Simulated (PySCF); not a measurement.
**Ne(2+) (neon, charge +2) across methods**

[He] 2s2 2p3 3d1, high-spin 5D determinant (an excited configuration). Calculation: PySCF 2.14, in aug-cc-pwCVDZ; no relativity, point nucleus.

```tsv
method	E (hartree)	mean ε 2s β (eV)	mean ε 2p α (eV)	mean ε 3d α (eV)	Σ⟨r²⟩ (bohr²)	⟨S²⟩
PBE	-124.2592	-80.586	-66.679	3.508	6.493	6.001
UHF	-124.08631	-89.316	-81.411	-0.984	6.452	6.002
PW91	-124.3278	-80.680	-66.843	3.454	6.489	6.001
wB97M-V	-124.3496	-86.471	-72.688	-0.006	6.481	6.001
TPSS	-124.3750	-80.941	-67.071	3.647	6.483	6.001
LDA	-123.5980	-80.382	-66.754	3.910	6.509	6.001
M06-2X	-124.3322	-86.694	-73.789	1.200	6.472	6.001
PBE0	-124.2704	-83.297	-70.555	2.234	6.479	6.001
r2SCAN	-124.3194	-80.916	-68.274	3.460	6.475	6.001
```

The outer electron is Rydberg-like, and this basis confines it to a smaller radius and binds it less than a complete one would.

The highest occupied level is positive at PBE, PW91, TPSS, LDA, M06-2X, PBE0, r2SCAN: only the finite basis holds that electron, which in a density functional comes from self-interaction.
